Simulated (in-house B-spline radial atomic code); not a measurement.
## RPA and G0W0 on CAM-B3LYP: O⁴⁺

Configuration [He] 2s2, mean-field start CAM-B3LYP. Computed with an all-electron radial atomic-structure program (B-spline basis): all electrons, non-relativistic, point nucleus, each spin shell either full or empty, empty states to l = 9 with an (l + 1/2)⁻⁴ tail; G0W0 by contour deformation at full frequency.

Command:
```bash
python run_gw.py task.json out
```
Settings (radii: box in bohr, nucleus in fm):
```
Z                        8
electrons                4
configuration            [He] 2s2
hamiltonian              nr
method                   camb3lyp
lmax                     9
spin_polarised           False
box_radius               11.96
intervals                45
ion_configuration        [He] 2s1
```

Cost of the run: 0.8 s on 1 thread of Arm Neoverse V2, with other jobs on the host.

Energies (hartree):

```tsv
term	value
mean-field total	-68.34542
Hartree-Fock functional on these orbitals	-68.25582
direct second order	-0.28746
second-order exchange	0.14063
SOSEX correction	0.11319
```

(1) What is the RPA correlation energy, and what remains with SOSEX?

Quasi-particle levels (eV):

| level | occupied | mean field | Σx - vxc | Σc | QP weight | G0W0 |
| --- | --- | --- | --- | --- | --- | --- |
| 2s | yes | -106.64 | -4.66 | ? | ? | ? |
| 1s | yes | -632.56 | -36.51 | 6.05 | 0.915 | -663.02 |
| 2p | no | -85.04 | 8.72 | -1.69 | 0.970 | -78.00 |

G0W0 = mean field + (Σx - vxc) + Σc, with Σc (partial-wave tail included) taken at the quasi-particle energy.

(2) Where does G0W0 put 2s?

(3) What does it cost to remove one electron (to [He] 2s1) by differences of total energies, each species on its own start (correlation terms add to the Hartree-Fock functional)?

## Answers

(1) RPA gives -0.23152 hartree (-1.58 eV per electron); RPA + SOSEX gives -0.11833, and the second-order doubles -0.14683 hartree (no singles). SOSEX takes back 49 % of the RPA value.

(2) At -113.68 eV, with Σc = -2.38 eV and a quasi-particle weight of 0.957. The tabulated removal energy is 113.899 eV (NIST, measured).

(3) CAM-B3LYP 112.59 eV, Hartree-Fock functional 111.00 eV, + RPA 113.58 eV, + RPA + SOSEX 112.88 eV, + second order 113.60 eV. Tabulated: 113.899 eV (NIST, measured).
